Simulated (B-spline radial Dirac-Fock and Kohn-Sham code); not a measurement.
**X-ray form factors of magnesium in several charge states**

Method: relativistic Hartree-Fock (Dirac-Fock) wave functions, averaged over the configuration. Computed with a radial finite-basis atomic code.

Configurations: Mg⁵⁺ [He] 2s2 2p3; Mg⁶⁺ [He] 2s2 2p2; Mg⁷⁺ [He] 2s2 2p1; Mg⁸⁺ [He] 2s2; Mg⁹⁺ [He] 2s1; Mg¹¹⁺ 1s1. The first column is f₀ of Mg⁵⁺, the others are differences from it.

```tsv
s (Å⁻¹)	Mg⁵⁺	Δ Mg⁶⁺	Δ Mg⁷⁺	Δ Mg⁸⁺	Δ Mg⁹⁺	Δ Mg¹¹⁺
0	7.000	-1.000	-2.000	-3.000	-4.000	-6.000
0.1	6.842	-0.961	-1.928	-2.901	-3.871	-5.843
0.2	6.399	-0.854	-1.731	-2.626	-3.513	-5.405
0.3	5.755	-0.705	-1.452	-2.234	-2.998	-4.768
0.4	5.015	-0.544	-1.145	-1.796	-2.415	-4.039
0.5	4.275	-0.395	-0.855	-1.374	-1.846	-3.313
0.7	3.042	-0.182	-0.419	-0.713	-0.935	-2.113
0.9	2.247	-0.073	-0.181	-0.328	-0.396	-1.360
1.1	1.798	-0.026	-0.069	-0.135	-0.133	-0.960
1.4	1.466	-0.001	-0.005	-0.017	+0.002	-0.710
```
